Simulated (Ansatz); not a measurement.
Total energies of the cluster PdAu2 from Ansatz at PBE0-D4/def2-TZVP, gas phase (1 Eh = 27.2114 eV = 2625.5 kJ/mol). The reference geometry is relaxed at PBE-D4/def2-TZVP.

```xyz
3

Pd   -0.248   -0.582    1.355
Au    1.437    0.037   -0.547
Au   -1.190    0.546   -0.808
```

```
                 state                     geometry  energy (Eh)
      charge 0 singlet                    reference   -399.39756
      charge 1 doublet                    reference   -399.11838
      charge 1 doublet  relaxed at PBE-D4/def2-TZVP   -399.11977
      charge 0 triplet  relaxed at PBE-D4/def2-TZVP   -399.36652
      charge 0 quintet  relaxed at PBE-D4/def2-TZVP   -399.28326
free Pd atom (singlet)                            –   -127.85727
free Au atom (doublet)                            –   -135.70229
```

In the def2 sets Au, Pd take a core potential; there is no spin–orbit coupling.

Problem. Work out the vertical ionisation energy to the doublet.

Solution. E(charge 1 doublet) − E(charge 0 singlet) = -399.11838 − (-399.39756) = 0.27918 Eh = 7.60 eV. For comparison, −ε of the highest occupied level is 5.91 eV at this level, 1.69 eV less.

Problem. How much does the charge 1 doublet relax, and what is the adiabatic ionisation energy?

Solution. Relaxation: -399.11838 − (-399.11977) = 0.00139 Eh = 0.04 eV. Adiabatic ionisation energy: 0.27779 Eh = 7.56 eV, without zero-point energy. 

Problem. Which of the charge 0 states is lowest, and how far above it are the others?

Solution. The singlet. triplet: -399.36652 − (-399.39756) = 0.03104 Eh = 81.5 kJ/mol; quintet: -399.28326 − (-399.39756) = 0.11430 Eh = 300.1 kJ/mol.

Problem. What is the binding energy per atom against free atoms?

Solution. Atoms: 1 × (-127.85727) + 2 × (-135.70229) = -399.26185 Eh. Binding: -399.26185 − (-399.39756) = 0.13571 Eh = 3.69 eV, or 1.23 eV for each of 3 atoms (no zero-point energy, no counterpoise term).

The structure comes from a short search, and lower isomers may exist.
